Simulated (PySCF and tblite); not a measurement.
The numbers below are computed, except where a source is named.
System: C8H8, numbered as in [CH:1]1=[CH:2][C@@H:3]2[C@@H:4]3[CH:5]=[CH:6][C@H:7]1[C@H:8]23.

Geometries: B3LYP-D3(BJ)/def2-SVP; energies: PBE0/pcSseg-1 + D3(BJ), IEF-PCM methanol; zero-point and thermal terms from GFN2-xTB harmonic modes (soft modes blended into free rotors). Rates follow Eyring's equation with the number of equivalent paths and no tunnelling. (PySCF 2.14 with density fitting, tblite 0.8.)

Task: Estimate the barrier and the room-temperature rate of the Cope rearrangement (breaking C3–C4, making C1–C6).

Result: The electronic barrier is 7.6 kcal/mol and ΔG‡(298 K) 6.8 kcal/mol, over a C2v saddle with an imaginary mode of 413i cm⁻¹ (GFN2-xTB). With 1 equivalent path, k is 7×10⁷ s⁻¹, a mean lifetime of the start of 14 ns against this motion.
